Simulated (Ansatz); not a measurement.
Ansatz (a first-principles code) input (CCSD(T)/aug-cc-pV(D+d)Z):
A basis named .json is the Basis Set Exchange file of that set.

Ansatz 0.2 input:
```yaml
crystal:
  periodic: [false, false, false]
  atoms:
    - {symbol: C, position_ang: [-0.41881768, -1.23006350, -1.35863742]}
    - {symbol: Si, position_ang: [0.00000000, -0.00000000, 0.00000000]}
    - {symbol: C, position_ang: [0.08935093, 1.73112907, -0.72771468]}
    - {symbol: C, position_ang: [-1.33106310, -0.05421326, 1.32653385]}
    - {symbol: C, position_ang: [1.66052984, -0.44685231, 0.75981825]}
    - {symbol: H, position_ang: [-1.38094578, -0.99626165, -1.82070611]}
    - {symbol: H, position_ang: [-0.47799876, -2.24793439, -0.96582992]}
    - {symbol: H, position_ang: [0.33830460, -1.22190894, -2.14639414]}
    - {symbol: H, position_ang: [0.33171373, 2.47041023, 0.03947819]}
    - {symbol: H, position_ang: [-0.86327472, 2.02030350, -1.17798548]}
    - {symbol: H, position_ang: [0.85597566, 1.79465620, -1.50367351]}
    - {symbol: H, position_ang: [-2.31024966, 0.20157631, 0.91467631]}
    - {symbol: H, position_ang: [-1.40730264, -1.05009643, 1.76955249]}
    - {symbol: H, position_ang: [-1.11526121, 0.65168305, 2.13213998]}
    - {symbol: H, position_ang: [1.64023134, -1.45007761, 1.19223964]}
    - {symbol: H, position_ang: [2.45653469, -0.42405216, 0.01167542]}
    - {symbol: H, position_ang: [1.93227276, 0.25170187, 1.55482712]}
basis:
  gaussian:
    orbitals: aug-cc-pV_D+d_Z.json
magnetization: {spin_polarized: false}
correlation: {method: ccsd_t, electrons: outside_noble_gas}
output: {forces: true}
```

End of the output:

```
2304 factors; integrals over basis functions are off by at most 6.4e-4 eV
1.35 GiB of device memory are held for the factors and their scratch space
mean field: 1.47 GiB planned
mean field evaluation 1: about -12169.8514 eV, gradient 4.7e1 eV
mean field evaluation 2: about -12169.8682 eV, gradient 4.7e1 eV
mean field evaluation 4: about -12175.8026 eV, gradient 3.5e0 eV
mean field evaluation 8: about -12175.8626 eV, gradient 1.6e-1 eV
mean field evaluation 16: about -12175.8405 eV, gradient 5.1e-1 eV
mean field -12175.86268799 eV, -447.4547006874 hartree, gradient 1.8e-6 eV, S^2 0.000000; 0 other end points of the search recorded, 0 dependent functions left out
9 core orbitals not correlated
reference -12175.86268799 eV, -447.4547006874 hartree; 16, 16 occupied and 207, 207 virtual orbitals, 2304 factors
densities: 11.72 GiB planned
second order -19.64782371 eV of doubles, -0.00000000 eV of singles
coupled cluster: 9.30 GiB planned
cycle   1  -21.13363419 eV  change    -1.5e0 eV  update   9.1e-2
cycle   2  -21.68292480 eV  change   -5.5e-1 eV  update   2.6e-2
cycle   3  -21.74823036 eV  change   -6.5e-2 eV  update   8.5e-3
cycle   4  -21.74790907 eV  change    3.2e-4 eV  update   2.2e-3
cycle   5  -21.74758302 eV  change    3.3e-4 eV  update   6.3e-4
cycle   6  -21.74758301 eV  change    9.5e-9 eV  update   2.0e-4
cycle   7  -21.74759995 eV  change   -1.7e-5 eV  update   6.3e-5
cycle   8  -21.74762038 eV  change   -2.0e-5 eV  update   2.0e-5
cycle   9  -21.74761883 eV  change    1.6e-6 eV  update   6.5e-6
perturbative correction -0.69801863 eV, -0.0256517114 hartree
the calculation of the forces begins
1.35 GiB of device memory are held for the factors and their scratch space
Total energy: -12198.30832544 eV, -448.2795626496 hartree
Atom 0 at    -0.418818    -1.230063    -1.358637 Å, force     0.065972     0.193758     0.214011 eV/Å
Atom 1 at     0.000000    -0.000000     0.000000 Å, force     0.000000    -0.000000     0.000000 eV/Å
Atom 2 at     0.089351     1.731129    -0.727715 Å, force    -0.014074    -0.272685     0.114629 eV/Å
Atom 3 at    -1.331063    -0.054213     1.326534 Å, force     0.209667     0.008540    -0.208954 eV/Å
Atom 4 at     1.660530    -0.446852     0.759818 Å, force    -0.261565     0.070388    -0.119685 eV/Å
Atom 5 at    -1.380946    -0.996262    -1.820706 Å, force    -0.444676     0.101390    -0.219354 eV/Å
Atom 6 at    -0.477999    -2.247934    -0.965830 Å, force    -0.029320    -0.474380     0.173888 eV/Å
Atom 7 at     0.338305    -1.221909    -2.146394 Å, force     0.346179    -0.002408    -0.369171 eV/Å
Atom 8 at     0.331714     2.470410     0.039478 Å, force     0.111934     0.348737     0.349265 eV/Å
Atom 9 at    -0.863275     2.020303    -1.177985 Å, force    -0.437760     0.141688    -0.210768 eV/Å
Atom 10 at     0.855976     1.794656    -1.503674 Å, force     0.353095     0.037891    -0.360585 eV/Å
Atom 11 at    -2.310250     0.201576     0.914676 Å, force    -0.457091     0.117392    -0.182812 eV/Å
Atom 12 at    -1.407303    -1.050096     1.769552 Å, force    -0.041735    -0.458377     0.210431 eV/Å
Atom 13 at    -1.115261     0.651683     2.132140 Å, force     0.092604     0.324441     0.377221 eV/Å
Atom 14 at     1.640231    -1.450078     1.192240 Å, force    -0.001023    -0.463721     0.202718 eV/Å
Atom 15 at     2.456535    -0.424052     0.011675 Å, force     0.374477     0.008251    -0.340341 eV/Å
Atom 16 at     1.932273     0.251702     1.554827 Å, force     0.133316     0.319097     0.369508 eV/Å
Dipole moment:    -0.000000     0.000000    -0.000000 e Å
```
